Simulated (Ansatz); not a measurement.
Cost and result for the atomization energy of C₄H₆Si (11 atoms, 12 bonds).

Z-matrix (Å, degrees):
```
Si
C 1 1.914
C 1 1.904 2 40.6
C 1 1.852 2 117.0 3 -111.8
C 1 1.916 2 81.1 3 0.1
H 1 1.478 2 109.7 3 112.2
H 2 1.081 1 132.0 3 -122.1
H 4 1.092 1 110.2 2 -77.3
H 4 1.091 1 109.5 2 42.1
H 4 1.092 1 110.9 2 162.5
H 5 1.081 1 131.9 2 -123.2
```

The species carries charge 0 and has multiplicity 1. The bonds changed during the relaxation, so this is another structure than the one it started from. The geometry is a stationary point of PBE0-D4/def2-TZVP. Program: Ansatz. All runs use 4 threads of an Arm Neoverse V1 on a shared host. Times are those of one run each, without the atoms' runs, and a repeat can differ threefold. Electronic energies, without spin–orbit coupling; frozen cores. CCSD(T)/CBS adds CCSD(T) − MP2 in def2-TZVPP to the MP2 limit, and its time is that of the two runs behind it. T1 = 0.015. B3LYP takes the VWN-RPA correlation (the form of Gaussian; ORCA's B3LYP/G).

CCSD(T)/CBS is a level of theory with its own doubt, some kJ/mol a heavy atom from the limit and from the frozen cores, so smaller differences don't rank the functionals.

```
                             level  functions  wall time  atomization (kcal/mol)  difference from CCSD(T)/CBS  per bond
   PBE-D4/def2-TZVPP (with forces)        250      2.4 s                  1078.4                         33.7       2.8
                PBE0-D4/def2-TZVPP        250      2.7 s                  1058.2                         13.5       1.1
r2SCAN-D4/def2-TZVPP (with forces)        250      4.3 s                  1056.6                         11.9       1.0
 B3LYP-D4/def2-TZVPP (with forces)        250      4.3 s                  1045.9                          1.2       0.1
                 B2PLYP/def2-TZVPP        250      4.9 s                  1036.7                         -8.0      -0.7
                ωB97X-V/def2-TZVPP        250        7 s                  1046.4                          1.7       0.1
  ωB97M-V/def2-TZVPP (with forces)        250       10 s                  1049.9                          5.2       0.4
                    MP2/def2-QZVPP        478       20 s                  1056.7                         12.0       1.0
                CCSD(T)/def2-TZVPP        250      100 s                  1017.5                        -27.2      -2.3
                 CCSD(T)/CBS(def2)          –      2 min                  1044.7                          0.0       0.0
```

From PBE to PBE0 (25 % exact exchange), in def2-TZVPP and without D4, the atomization energy moves by −19.2 kcal/mol: exact exchange takes away binding that semilocal exchange gives to molecules. In def2-TZVPP, CCSD(T) changes the Hartree–Fock value by +260.7 kcal/mol (the triples alone add +20.2 kcal/mol) and MP2 by +283.7 kcal/mol; breaking electron pairs costs correlation energy, which Hartree–Fock lacks. The D4 term adds +9.4 kcal/mol with B3LYP and +4.9 kcal/mol with PBE0; it sums over pairs of atoms, weighted by their polarisabilities, and B3LYP, whose exchange is more repulsive, gets the larger term.
